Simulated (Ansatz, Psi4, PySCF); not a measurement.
yttrium atom (Y), doublet (core potentials on Y). Base run: B3LYP5/def2-SVPD run with PySCF.

PySCF was given this input:
```python
from pyscf import gto, scf, dft

mol = gto.M(
    atom='''
Y     0.00000000    0.00000000    0.00000000
''',
    basis='def2-svpd',
    ecp={'Y': 'def2-svpd'},
    spin=1,
    verbose=4,
)

mf = dft.UKS(mol)
mf.xc = 'b3lyp5'
mf.kernel()
```

The same geometry, method and basis name were run in Ansatz (a first-principles code) and Psi4 and PySCF, at each program's defaults and at the settings that a row names. The base is PySCF at its defaults. Differences at the defaults can come from grids, fitting, cores and function types together.

| code and settings | ΔE vs base (mEh) | basis functions | E (Eh) | SCF cycles | outcome |
|---|---|---|---|---|---|
| PySCF, defaults (exact integrals, its default grid, spherical functions) | 0.000 | 34 | -38.18855 | 17 | converged |
| Psi4, defaults (density fitting with its default set, its default grid, spherical functions) | -0.955 | 34 | -38.18950 | 10 | another SCF solution |
| Ansatz, defaults (factorised integrals, its default grid, spherical functions) | -0.951 | 34 | -38.18950 | - | another SCF solution |
| PySCF, density fitting with def2-universal-jkfit | -0.953 | 34 | -38.18950 | 15 | another SCF solution |
| PySCF, fine grid | -0.952 | 34 | -38.18950 | 15 | another SCF solution |
| Psi4, exact integrals, spherical functions, fine grid | -0.952 | 34 | -38.18950 | 13 | another SCF solution |
| Ansatz, high accuracy | -0.952 | 34 | -38.18950 | - | another SCF solution |

A guess, shift, damping, solver or small numerical setting can't move a converged solution much, so rows marked as another SCF solution ended in a different state.

Open shells are given as the SCF converged; they aren't shown to be the lowest states, and a large step between rows can be another state.
